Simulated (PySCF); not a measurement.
# Nonlinear optical response: 3-cyanophenol, C₇H₅NO

Molfile (atoms numbered from 1):
```
C7H5NO
     RDKit          3D

 14 14  0  0  0  0  0  0  0  0999 V2000
    3.5810   -1.8399   -0.3788 N   0  0  0  0  0  0  0  0  0  0  0  0
    2.5890   -1.2521   -0.2572 C   0  0  0  0  0  0  0  0  0  0  0  0
    1.3626   -0.5262   -0.1070 C   0  0  0  0  0  0  0  0  0  0  0  0
    1.3895    0.8463    0.1688 C   0  0  0  0  0  0  0  0  0  0  0  0
    0.1829    1.5281    0.3100 C   0  0  0  0  0  0  0  0  0  0  0  0
   -1.0315    0.8653    0.1808 C   0  0  0  0  0  0  0  0  0  0  0  0
   -1.0572   -0.5077   -0.0952 C   0  0  0  0  0  0  0  0  0  0  0  0
   -2.2599   -1.0992   -0.2103 O   0  0  0  0  0  0  0  0  0  0  0  0
    0.1428   -1.2050   -0.2393 C   0  0  0  0  0  0  0  0  0  0  0  0
    2.3447    1.3627    0.2692 H   0  0  0  0  0  0  0  0  0  0  0  0
    0.1892    2.5988    0.5254 H   0  0  0  0  0  0  0  0  0  0  0  0
   -1.9817    1.3913    0.2899 H   0  0  0  0  0  0  0  0  0  0  0  0
   -2.1464   -2.0371   -0.3985 H   0  0  0  0  0  0  0  0  0  0  0  0
    0.1404   -2.2766   -0.4544 H   0  0  0  0  0  0  0  0  0  0  0  0
  1  2  3  0
  2  3  1  0
  3  4  1  0
  4  5  2  0
  5  6  1  0
  6  7  2  0
  7  8  1  0
  7  9  1  0
  9  3  2  0
  4 10  1  0
  5 11  1  0
  6 12  1  0
  8 13  1  0
  9 14  1  0
M  END
```

Theory: quadratic response CAM-B3LYP/aug-cc-pVDZ first hyperpolarisability, Taylor convention, gas phase (PySCF). Geometry: PBE0-D3(BJ)/def2-SVP.

Task: What is the first hyperpolarisability, and how does it disperse?

Result: In 10⁻³⁰ esu, Taylor convention; the vector part is βᵢ = ⅓ Σⱼ (βᵢⱼⱼ + βⱼᵢⱼ + βⱼⱼᵢ); β∥ is 3/5 of the vector part along the dipole, the dipole points from − to +:
```csv
process,λ (nm),β vector norm,β∥,β HRS,depolarisation ratio
"static β(0;0,0)",∞,2.05,0.93,0.81,6.14
"second harmonic β(−2ω;ω,ω)",1907,2.16,0.98,0.85,6.28
"Pockels β(−ω;ω,0)",1907,2.09,0.95,–,–
"second harmonic β(−2ω;ω,ω)",1064,2.44,1.12,0.95,6.63
"Pockels β(−ω;ω,0)",1064,2.17,0.98,–,–
```

Task: Which lowest excitations, dipole and polarisabilities go with it?

Result: S1 4.80 eV (f = 0.068); S2 5.56 eV (f = 0.085); S3 5.88 eV (f = 0.000); dipole 3.74 D; isotropic α 91.9 au static, 92.3 au at 1907 nm, 93.2 au at 1064 nm, 93.6 au at 953.5 nm, 97.6 au at 532 nm.
